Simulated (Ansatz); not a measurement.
Diatomic SF, multiplicity 2 (the spin of the measured ground state).

Constants: fifth-degree fit in 1/R to seven points, most abundant isotopes. Runs in def2 and cc sets follow the lowest solution found near the PBE0 minimum.

Correlated levels freeze the cores. CBS: X⁻³ extrapolation of the correlation energy, Hartree–Fock from the larger set.

The values were computed with Ansatz (a first-principles code). Values without a source in brackets are computed.

Task: What bond length and harmonic frequency does r2SCAN/def2-TZVPP give, and what D_e (from each atom's lowest state at the same level)?

Result: r_e = 1.605 Å, ω_e = 838 cm⁻¹, D_e = 3.74 eV.

Task: What bond length and harmonic frequency does CAM-B3LYP/def2-TZVPP give, and what D_e (from each atom's lowest state at the same level)?

Result: r_e = 1.597 Å, ω_e = 860 cm⁻¹, D_e = 3.74 eV.

Task: What bond length and harmonic frequency does CCSD(T)/CBS(aug-cc-pV(T+d)Z, aug-cc-pV(Q+d)Z) give?

Result: r_e = 1.598 Å, ω_e = 845 cm⁻¹.

Measured for the ground state: r_e 1.5962 Å, ω_e 837.64 cm-1, ω_e x_e 4.4695 cm-1, B_e 0.55517 cm-1, α_e 0.004459 cm-1 [Irikura, J. Phys. Chem. Ref. Data 36, 389 (2007)]. D_0 3.522 ± 0.069 eV (a handbook's tabulated 298 K bond energy less 3RT/2; such tables hold older values) [Luo, bond dissociation energies, CRC Handbook]. dipole 0.87 D [compilation of Liu, Meijer and Pérez-Ríos].
